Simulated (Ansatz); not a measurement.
GeH$_{7}$Si$_{2}$ (`[SiH2][GeH2][SiH3]`) radical, relaxed with UKS PBE0-D4/def2-TZVP in Ansatz 0.2.0 from a PBE-D4/def2-SVP geometry. The force threshold is 0.005 eV/Å; the program also tests the step.

Charge 0, multiplicity 2.

Start:

```xyz
10

Si   -0.505    1.651    1.370
Ge    0.380    0.597   -0.581
Si    0.285   -1.784   -0.336
H    -1.911    1.195    1.676
H    -0.456    3.159    1.341
H    -0.423    1.017   -1.852
H     1.852    1.052   -0.783
H    -1.142   -2.209   -0.113
H     1.109   -2.212    0.848
H     0.811   -2.466   -1.570
```

Task: By how much does the energy fall, and how many steps does the optimiser take? (Best estimate.)

Result: Ansatz gave: 2.16 kJ/mol, in 4 steps.

Task: Which bonds change most? (Best estimate.)

Result: Computed: Si1–H4 from 1.509 to 1.489 Å; Si1–H5 from 1.509 to 1.489 Å; Si3–H8 from 1.505 to 1.487 Å; Si3–H9 from 1.505 to 1.486 Å.

Task: Give the relaxed structure. (Best estimate.)

Result: Ansatz gave: 
```xyz
10

Si   -0.506    1.640    1.355
Ge    0.374    0.591   -0.581
Si    0.281   -1.774   -0.335
H    -1.889    1.192    1.675
H    -0.455    3.128    1.327
H    -0.411    1.014   -1.842
H     1.833    1.045   -0.769
H    -1.126   -2.197   -0.113
H     1.098   -2.189    0.836
H     0.802   -2.451   -1.553
```
